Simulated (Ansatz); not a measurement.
Species: TaH, net charge 0, triplet state. The spin state was set by rule; other spins were not relaxed. 
Geometry from a B3LYP-D3(BJ)/def2-TZVP (Ansatz, a first-principles code) optimisation:
```xyz
2

Ta     0.0000     0.0000    -0.0236
H      0.0000     0.0000     1.7228
```
Charge 0, spin multiplicity 3.

Total electronic energies in hartree. Valence correlation only, unless marked. Open shells are spin-unrestricted. No spin-orbit coupling. The frozen core is the preceding noble-gas configuration, with the filled d and f shells of earlier blocks. Past Kr the def2 sets carry scalar-relativistic core potentials. CBS(X,Y): correlation extrapolated as X^-3; Hartree-Fock from the larger set.

The UHF reference is spin-contaminated (<S^2> 0.53 over the pure value in the largest basis). The T1 diagnostic of CCSD in the largest basis is 0.132, which is high, so the coupled-cluster rows are less sure than usual.

```
level                                        program  energy (Eh)
------------------------------------  --------------  -----------
r2SCAN/def2-TZVPD                             Ansatz    -57.45700
CAM-B3LYP-D4/def2-TZVPD               Ansatz + dftd4    -57.38094
wB97M-V/def2-TZVPD                            Ansatz   (withheld)
B2PLYP-D3(BJ)/def2-TZVPD              Ansatz + dftd3    -57.24049
RPA@PBE/def2-TZVPP                            Ansatz   (withheld)
RI-MP2/def2-QZVPPD                            Ansatz    -56.93836
CCSD/CBS(def2-TZVPP,def2-QZVPP)               Ansatz     -56.9694
CCSDT(Q)/def2-SVP                             Ansatz    -56.93150
CCSD(T)/CBS(def2-TZVPPD,def2-QZVPPD)          Ansatz     -56.9760
```

Question: What belongs in the gaps?

Answer: 
- wB97M-V/def2-TZVPD, energy (Eh): -57.33924
- RPA@PBE/def2-TZVPP, energy (Eh): -57.05197
